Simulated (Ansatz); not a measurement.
Consider the ligand exchange at a Zn–C bond: `[NH2][Zn][CH2]F` + HBr → `[NH2][Zn][Br]` + `CF`.

Gas-phase electronic energies from Ansatz, PBE0-D4/def2-TZVP geometries. CCSD(T)/CBS adds triple-zeta CCSD(T) − MP2 to the extrapolated MP2 energy (def2 sets, frozen cores). This one scheme is used for every species. Functionals use def2-TZVPP. B3LYP here is the variant with VWN-RPA as its local correlation; programs differ in this. HSE06 is defined as in plane-wave codes. For Br, Zn outer-core shells are correlated without core-valence functions, which leaves a few kJ/mol of doubt a bond. Scalar relativity is left out up to krypton. One conformer a species, not always the lowest.

```
             level  ΔE (kJ/mol)  difference from CCSD(T)/CBS
       LDA (SPW92)       -158.3                         29.6
            PBE-D4       -166.2                         21.7
         revPBE-D4       -165.6                         22.3
           BLYP-D4       -165.4                         22.5
         r2SCAN-D4       -179.3                          8.6
            B97M-V       -179.8                          8.1
           PBE0-D4       -182.0                          5.9
          B3LYP-D4       -178.5                          9.4
        r2SCANh-D4       -184.0                          3.9
        r2SCAN0-D4       -190.5                         -2.6
          HSE06-D4       -182.5                          5.4
          BHLYP-D4       -197.2                         -9.3
      CAM-B3LYP-D4       -178.9                          9.0
           ωB97X-V       -182.3                          5.6
           ωB97M-V       -179.6                          8.3
            B2PLYP       -182.5                          5.4
          PBE-QIDH       -190.8                         -2.9
               PBE       -166.7                         21.2
            revPBE       -168.8                         19.1
              BLYP       -166.9                         21.0
             B3LYP       -179.2                          8.7
           r2SCANh       -184.2                          3.7
           r2SCAN0       -190.8                         -2.9
             HSE06       -182.8                          5.1
             BHLYP       -196.8                         -8.9
           LC-ωPBE       -178.1                          9.8
RPA@PBE/def2-TZVPP       -170.9                         17.0
       HF/def2-SVP       -223.6                        -35.7
      MP2/def2-SVP       -194.3                         -6.4
     CCSD/def2-SVP       -193.3                         -5.4
  CCSD(T)/def2-SVP       -189.6                         -1.7
     HF/def2-TZVPP       -225.2                        -37.3
    MP2/def2-TZVPP       -182.6                          5.3
SCS-MP2/def2-TZVPP       -184.9                          3.0
   CCSD/def2-TZVPP       -185.8                          2.1
CCSD(T)/def2-TZVPP       -181.0                          6.9
     HF/def2-QZVPP       -226.6                        -38.7
SCS-MP2/def2-QZVPP       -189.0                         -1.1
      HF/CBS(def2)       -226.8                        -38.9
    CCSD/CBS(def2)       -192.7                         -4.8
       CCSD(T)/CBS       -187.9                            0
```

Q: What do rigid-rotor, harmonic-oscillator terms from PBE0-D4/def2-TZVP frequencies (298.15 K, 1 bar) make of the CCSD(T)/CBS value? (An estimate is asked.)

A: Ansatz gave: ΔZPE = +14.1 kJ/mol, ΔH = -176.0 kJ/mol, ΔS = -5 J/(mol·K), ΔG = -174.6 kJ/mol.

Largest T1 diagnostic among the species: 0.015.

From PBE to PBE0 (25 % exact exchange), in def2-TZVPP and without D4, ΔE moves by −15.6 kJ/mol. In def2-TZVPP, CCSD(T) changes the Hartree–Fock value by +44.2 kJ/mol (the triples alone add +4.8 kJ/mol) and MP2 by +42.6 kJ/mol.
